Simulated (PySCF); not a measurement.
Sn(OH)(SiH3) (H4OSiSn), SMILES [OH][Sn][SiH3] (connectivity only; charge and spin as stated), neutral, multiplicity 1.

The structure is a stationary point at PBE0-D3(BJ)/def2-SVP. The def2 effective core potentials stand for the cores of Sn; spin–orbit coupling is left out. Other conformers were not sampled.

Level of theory: TDA-B3LYP/def2-SVPD run with PySCF.

Vertical excitations. 

Problem. Give excitation energies, oscillator strengths and character. (An estimate is asked for; the answer gives what the named calculation found.)

Solution. 
```csv
state,energy (eV),λ (nm),f,main pairs
S1,2.38,521,0.005,HOMO→LUMO 99 %
S2,4.44,279,0.024,HOMO→LUMO+1 92 %
S3,4.51,275,0.020,HOMO−1→LUMO 95 %
S4,5.18,240,0.014,HOMO−2→LUMO 87 %
S5,5.52,224,0.065,"HOMO→LUMO+3 78 %, HOMO−3→LUMO 13 %"
S6,5.63,220,0.007,"HOMO−4→LUMO 66 %, HOMO−3→LUMO 23 %"
S7,5.65,219,0.057,"HOMO−3→LUMO 35 %, HOMO−4→LUMO 30 %, HOMO→LUMO+2 18 %, HOMO→LUMO+3 15 %"
S8,6.01,206,0.886,"HOMO→LUMO+2 57 %, HOMO−3→LUMO 22 %"
S9,6.04,205,0.036,HOMO→LUMO+4 91 %
S10,6.39,194,0.012,HOMO→LUMO+5 92 %
T1,1.67,743,0,HOMO→LUMO 99 %
T2,3.75,331,0,HOMO→LUMO+1 98 %
T3,3.91,317,0,HOMO−1→LUMO 96 %
T4,4.09,303,0,HOMO−2→LUMO 97 %
```
Triplets are in the Tamm–Dancoff approximation.
